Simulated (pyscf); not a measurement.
HO–Ti(OH)(OH)–Br (SMILES [OH][Ti]([OH])([OH])[Br]), singlet

Gas-phase minimum from PySCF at ωB97X-D3(BJ)/def2-SVP, one conformer. 

```
Ti
O 1 1.7623
H 2 0.9632 1 133.90
O 1 1.7625 2 109.81 3 18.53
H 4 0.9632 1 133.60 2 139.07
O 1 1.7625 2 109.69 3 139.10
H 6 0.9633 1 133.54 2 18.80
Br 1 2.3771 2 109.19 3 -101.18
```
Charge 0, spin multiplicity 1.

Properties at ωB97X-D3(BJ)/def2-SVP:

```
Quantity                                                                                                                                                                                                         Result
---------------------------------------------------------------------------------------------------------------------  ------------------------------------------------------------------------------------------------
Harmonic wavenumbers, unscaled                                                                                         137, 137, 150, 201, 201, 265, 265, 272, 380, 432, 434, 450, 797, 840, 841, 3935, 3936, 3943 cm⁻¹
Zero-point energy                                                                                                                                                                                         25.2 kcal/mol
Rotational symmetry number                                                                                                                                                                                            3
Entropy of this conformer at 298 K and 1 atm, rigid rotor and harmonic oscillator, modes under 100 cm⁻¹ raised to 100                                                                                   373.6 J/(mol K)
Dipole moment                                                                                                                                                                                                    3.95 D
```

Single-point totals, which compare only within one level:

```
level                   total energy (hartree)
----------------------  ----------------------
ωB97X-D3(BJ)/def2-TZVP             -3651.36613
PBE/def2-TZVP                      -3650.61709
r²SCAN/def2-TZVP                   -3651.30662
B3LYP-D3(BJ)/def2-TZVP             -3651.50417
PBE0-D3(BJ)/def2-TZVP              -3650.70606
M06-2X/def2-TZVP                   -3651.34159
ωB97M-D3(BJ)/def2-TZVP             -3651.51695
```

Soft torsions are taken as harmonic, which can shift the entropy by several J/(mol K). Elements up to Kr have no core potential and no relativistic terms here.
